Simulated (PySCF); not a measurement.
**Iridium: a sound run and one with changed settings**

Sound run: Ir [Xe] 4f14 5d7 6s2, Ir⁺ [Xe] 4f14 5d7 6s1. Computed with PySCF 2.14 in cc-pVTZ-PP with ECP60MDF (5s5p4d2f1g, 63 functions), with scalar relativity through the core potential. The sound run starts from symmetry-adapted Hartree-Fock orbitals and uses a fine grid where one is needed.

Changed run: initial guess 1e, at most 50 SCF cycles, level shift 0.5 hartree.

```json
{"species": "Ir", "method": "UHF", "sound run (hartree)": "-103.62628", "changed run (hartree)": "-103.60815", "converged": "yes"}
{"species": "Ir", "method": "M06-2X", "sound run (hartree)": "-104.30288", "changed run (hartree)": "-104.30473", "converged": "yes"}
{"species": "Ir", "method": "M06-L", "sound run (hartree)": "-104.46991", "changed run (hartree)": "-104.46281", "converged": "no"}
{"species": "Ir⁺", "method": "UHF", "sound run (hartree)": "-103.36784", "changed run (hartree)": "-103.28018", "converged": "yes"}
{"species": "Ir⁺", "method": "M06-2X", "sound run (hartree)": "-103.98113", "changed run (hartree)": "-103.98113", "converged": "yes"}
{"species": "Ir⁺", "method": "M06-L", "sound run (hartree)": "-104.15459", "changed run (hartree)": "-104.15459", "converged": "no"}
```

The plain start fixes occupations by D2h representation alone, and Ir at UHF, Ir at M06-2X, Ir⁺ at UHF landed in another state (other ⟨L²⟩ or ⟨S²⟩). A level shift slows the SCF but leaves a converged energy unchanged.
